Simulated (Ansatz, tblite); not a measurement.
Cost and result up the ladder for the cluster Sn₂S₄ (the lowest singlet isomer of a short search) (6 atoms). Total charge 0; singlet. Geometry: PBE-D4/def2-SVP.

```xyz
6

Sn    0.3916   -0.9313   -1.6284
Sn   -0.3951    0.9294    1.6332
S    -1.6071    0.5716   -0.6790
S     1.6083   -0.5657    0.6803
S    -2.1769   -0.7564    0.9130
S     2.1791    0.7524   -0.9192
```

Ansatz on 4 threads of Arm Neoverse V1 on a shared host; xTB runs through tblite on one thread. Times are rough, summed over both states, and most runs start from the orbitals of an earlier one. No level here is sound enough to serve as a yardstick. The other state is a quintet at its own geometry, which has other bonds, so the gap mixes isomer and spin.

In the def2 sets Sn takes a core potential, while STO-3G treats all electrons; there is no spin–orbit coupling. The xTB rows come from tblite. Correlated methods freeze 28 core orbitals; core or outer-core shells of Sn are correlated, in sets that lack core-valence functions. The rows differ in basis, and correlated rows in double-zeta sets carry the largest basis error. In CCSD on the charge 0 quintet the largest single amplitude is 0.29, so its Hartree–Fock determinant may place the open shell otherwise than the density functionals do. The structure comes from a short search, and lower isomers may exist.

Run but left out: MP2/def2-TZVP (quintet: ⟨S²⟩ 6.16, where a pure state has 6.00).

Correlated methods converge slowly with the basis, most of all in double-zeta sets.

xTB has no spin-polarisation term.

```tsv
level	functions	wall time
GFN1-xTB	54	0.016 s
GFN2-xTB	54	0.026 s
HF/STO-3G	90	7.8 s
PBE-D4/def2-TZVP	248	15 s
r2SCAN-D4/def2-TZVP (with forces)	248	38 s
B97M-V/def2-TZVP	248	55 s
CCSD(T)/def2-SVP	124	1.9 min
```

(1) Estimate what each level gives for the quintet − singlet (eV).

Answers

(1) 
```csv
level,quintet − singlet (eV),remarks
GFN1-xTB,4.80,–
GFN2-xTB,3.02,–
HF/STO-3G,1.35,–
PBE-D4/def2-TZVP,3.21,–
r2SCAN-D4/def2-TZVP (with forces),3.07,–
B97M-V/def2-TZVP,3.32,–
CCSD(T)/def2-SVP,3.14,spin-contaminated (⟨S²⟩ 6.15) (quintet)
```
